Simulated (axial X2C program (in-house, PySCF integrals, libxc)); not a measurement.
Potential curves of LiSc⁺, 2c

All values were computed with an in-house all-electron X2C program for linear molecules (integrals from PySCF). Two-component (2c) means X2C with spin–orbit coupling and atomic mean-field two-electron Coulomb and Gaunt terms. Basis: Sc dyall-cv3z [10s11p7d5f2g], Li dyall-cv3z [7s8p2d] (cores contracted in-house); Gaussian nuclei, density fitting, unrestricted open shells. Masses: Sc 44.956 u, Li 7.016 u.

State: Ω = 1/2 (⟨Sz⟩ = 0.50, ⟨Lz⟩ = 0.00 at PBE0). Energies in eV from the lowest point of each curve. Fits are polynomials in 1 − R0/R over 0.85 to 1.23 times the lowest point R0.

| R (Å) | PBE0 | CCSD(T) | CCSD |
| --- | --- | --- | --- |
| 2.6918 | 0.1680 |  |  |
| 2.8155 | 0.0712 | 0.0520 | 0.0538 |
| 2.9084 | 0.0285 | 0.0155 | 0.0164 |
| 3.0012 | 0.0062 | 0.0000 | 0.0000 |
| 3.0940 | 0.0000 | 0.0014 | 0.0004 |
| 3.2023 | 0.0089 | 0.0198 | 0.0176 |
| 3.3106 | 0.0312 | 0.0522 | 0.0485 |
| 3.4498 | 0.0738 | 0.1088 | 0.1026 |
| 3.6200 | 0.1400 |  |  |
| 3.8675 | 0.2501 |  |  |

Correlated methods: 11 electrons correlated (number of frozen shells: Sc 2 s, 1 p; Li 1 s), 277 virtual spin orbitals or spinors in MP2, 90 natural virtuals in coupled cluster.

The state is a single determinant with fixed occupations, the lowest that a limited PBE0 search found. Density functionals use the spin component along the axis (collinear). CCSD and (T) use frozen natural virtuals with an MP2 correction for the truncation; (T) itself is uncorrected, so its De runs slightly low. Other states lie close and PBE0, whose exact exchange favours high spin, may order them wrongly; the determinant shown need not be the ground state. The nearest other 2c determinant of the search, Ω = 3/2, lies 0.07 eV up at the distance of the search. The determinant is spin-polarised beyond a pure state at some levels (its spin-free form has ⟨S²⟩ too high), which makes Re and μ there less reliable. The T1 diagnostic is large, a sign of multireference character. Coupled cluster ran on the points near the minimum only. MP2 and coupled cluster on one determinant become unreliable at the stretched end.

What are Re and ωe at the PBE0 level?

At PBE0, 2c: Re = 3.088 Å, ωe ≈ 261 cm⁻¹; Be follows as 0.291 cm⁻¹.

Fit the CCSD(T) curve near its minimum: give the equilibrium distance and the harmonic wavenumber.

At CCSD(T), 2c: Re = 3.038 Å, ωe ≈ 283 cm⁻¹; Be follows as 0.301 cm⁻¹.

What are Re and ωe at the CCSD level?

At CCSD, 2c: Re = 3.044 Å, ωe ≈ 280 cm⁻¹; Be follows as 0.3 cm⁻¹.
